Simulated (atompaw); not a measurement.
# Scattering properties, PAW (atompaw) potential for Rb (Z = 37)

| Property | Result |
| --- | --- |
| Element | rubidium |
| Generator | atompaw 4.2.0.5 |
| Type | PAW |
| Functional | LDA (PW92) |
| Relativity | scalar-relativistic |
| Frozen core | [Ar] 3d10 |
| Valence charge | 9 |
| Reference configuration | 4s2 4p6 5s1 5p0 |
| Partial waves | 4s (bound); 5s (bound); 4p (bound); 5p (bound, empty); 4d channel at 4.53 Ry; 4d channel at 1.9 Ry |
| Local potential | troulliermartins scheme with l = 3 at 0 Ry, radius 2.50 bohr |
| Core correction | smooth core density matched at 2.15 bohr |
| Augmentation charge | besselshape compensation charge, radius 2.00 bohr; PAW radius 2.75 bohr; waves and projectors: bloechl |

The phase is arctan(r·u′/u) with u = r·R(r), unwrapped; energies in Ry, scanned from -4 to 5 Ry. A pole is an energy at which the radial function vanishes at the test radius. The pseudo phase is shifted by a multiple of π to meet the all-electron one at the reference energy, and phase errors are pseudo minus all-electron; the curves can meet again beyond the range given. Levels narrower than the energy grid can be missing from the lists of poles.

```json
{"channel": "s", "radius (bohr)": "2.77", "reference energy (Ry)": "-0.17", "poles, all-electron": "-2.20, 3.78", "poles, pseudo": "-2.20, 3.14", "unbroken range about the reference energy with phases within 0.05 rad": "below 3.0", "phase error 1 Ry above the reference energy (rad)": "-0.027"}
{"channel": "p", "radius (bohr)": "2.77", "reference energy (Ry)": "-0.06", "poles, all-electron": "-0.84, 4.92", "poles, pseudo": "-0.85, 4.58", "unbroken range about the reference energy with phases within 0.05 rad": "the whole range", "phase error 1 Ry above the reference energy (rad)": "-0.001"}
{"channel": "d", "radius (bohr)": "2.77", "reference energy (Ry)": "4.53", "poles, all-electron": "1.31", "poles, pseudo": "1.30", "unbroken range about the reference energy with phases within 0.05 rad": "above 0.4", "phase error 1 Ry above the reference energy (rad)": "-0.000"}
```

Phases in the p channel:

```
E (Ry)  all-electron  pseudo
 -4.00         1.369   1.369
 -3.52         1.351   1.351
 -3.04         1.324   1.324
 -2.56         1.283   1.282
 -2.08         1.199   1.198
 -1.60         0.866   0.865
 -1.12        -1.304  -1.304
 -0.64        -1.654  -1.654
 -0.16        -1.768  -1.768
  0.32        -1.868  -1.868
  0.80        -2.013  -2.013
  1.28        -2.325  -2.331
  1.76        -3.190  -3.224
  2.24        -4.075  -4.104
  2.72        -4.392  -4.412
  3.20        -4.528  -4.545
  3.68        -4.604  -4.622
  4.16        -4.655  -4.675
  4.64        -4.693  -4.717
```
